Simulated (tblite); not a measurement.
Species: C8H12O3.
SMILES with atom numbers: `[CH3:1][C@@:2]1([O:3][CH:4]=[O:5])[CH2:6][C@@H:7]2[CH2:8][CH2:9][C@H:10]1[O:11]2` (hydrogens: H12, H13, H14 on C1; H15 on C4; H16, H17 on C6; H18 on C7; H19, H20 on C8; H21, H22 on C9; H23 on C10)

Cartesian coordinates in Å at the GFN2-xTB level; atoms count from 1:
```
atom  x, y, z in Å
C1    -2.0104   -0.9150   -0.2400
C2    -0.7433   -0.2358    0.2672
O3    -1.0821    0.8558    1.1426
C4    -1.6686    1.9253    0.6462
O5    -1.9613    2.1483   -0.4914
C6     0.1824   -1.2059    1.0320
C7     1.4147   -1.2306    0.1088
C8     2.2134    0.0682    0.3192
C9     1.3126    1.0801   -0.4118
C10    0.1849    0.1618   -0.9172
O11    0.8486   -1.0575   -1.1786
H12   -1.7313   -1.7298   -0.9024
H13   -2.5852   -1.3065    0.5972
H14   -2.6219   -0.2046   -0.7915
H15   -1.8550    2.6299    1.4779
H16   -0.2685   -2.1930    1.1129
H17    0.4051   -0.8306    2.0278
H18    1.9980   -2.1479    0.1460
H19    2.3464    0.2988    1.3736
H20    3.1922   -0.0052   -0.1518
H21    1.8226    1.5349   -1.2591
H22    0.9465    1.8712    0.2378
H23   -0.3445    0.5152   -1.7978
```

Computed with GFN2-xTB (tblite): harmonic, unscaled wavenumbers at the GFN2-xTB geometry, gas phase. Against measured fundamentals such values can be off by several per cent, at times by over 20. One conformer, not necessarily the lowest.

Harmonic wavenumbers (cm⁻¹): 74.9, 92.8, 155.6, 229.7, 241.2, 257.8, 273.4, 366.4, 382.5, 423.4, 487.1, 537.6, 561.8, 706.0, 768.5, 796.7, 823.4, 844.1, 884.8, 926.2, 937.8, 946.5, 961.5, 986.6, 996.0, 1000.8, 1036.6, 1050.9, 1064.9, 1104.1, 1117.3, 1149.2, 1166.8, 1177.7, 1188.9, 1193.3, 1209.7, 1228.2, 1250.4, 1259.8, 1284.1, 1289.4, 1296.2, 1364.8, 1395.4, 1457.9, 1471.9, 1479.5, 1486.3, 1492.6, 1789.3, 2802.5, 3004.9, 3011.9, 3018.0, 3021.5, 3023.7, 3028.9, 3030.4, 3033.4, 3038.6, 3046.2, 3051.4.

A = 1981, B = 1025, C = 900.9 MHz; mass 156.079 u (most abundant isotopes); point group C1, symmetry number 1.

Task: Zero-point energy?

Result: Half the sum of the wavenumbers: 41890 cm⁻¹ = 501.11 kJ/mol.

Task: Give the ideal-gas entropy at 298.15 K and 1 bar in the rigid-rotor, harmonic-oscillator model (classical rotation).

Result: Translation 171.84, rotation 123.65, vibration 104.02: S = 399.5 J/(mol K).

Task: And Cp and H(298.15 K) − H(0)?

Result: Cp = 167.92 J/(mol K), of which vibrations give 134.66 (their classical limit is 63 R = 523.8); H(298.15 K) − H(0) = 27.82 kJ/mol without the zero-point energy, 17.91 from vibrations.

Task: Which modes carry the vibrational entropy at 298.15 K?

Result: 74.9 cm⁻¹: 16.82; 92.8 cm⁻¹: 15.06; 155.6 cm⁻¹: 10.89; 229.7 cm⁻¹: 7.87; 241.2 cm⁻¹: 7.51; 257.8 cm⁻¹: 7.01 J/(mol K); the other 57 give 38.86 together.

Task: Blend soft modes into free rotors: weight 1/[1 + (100 cm⁻¹/ν̃)⁴] for the oscillator and the rest for a rotor with moment μB/(μ + B), μ = h/(8π²ν), B = 10⁻⁴⁴ kg m². What vibrational entropy results?

Result: 99.63 J/(mol K) in place of 104.02, which changes −T·S at 298.15 K by +1.31 kJ/mol.

Task: What must be added to the electronic energy to get the Gibbs energy at 298.15 K and 1 bar?

Result: ZPE + [H(298.15 K) − H(0)] − T·S = 501.11 + 27.82 − 119.12 = 409.81 kJ/mol.

Hindered rotation and anharmonicity are outside this model. Other conformers, if any are populated, would add a mixing term that is left out. The structure is chiral; the term R ln 2 for an equal mix with its mirror image is left out.

Time: 1.4 s wall, 2.9 s CPU. Hardware: 2 threads of an Intel Xeon at 2.70 GHz, no GPU, shared host. This covers the Hessian and the dipole derivatives.
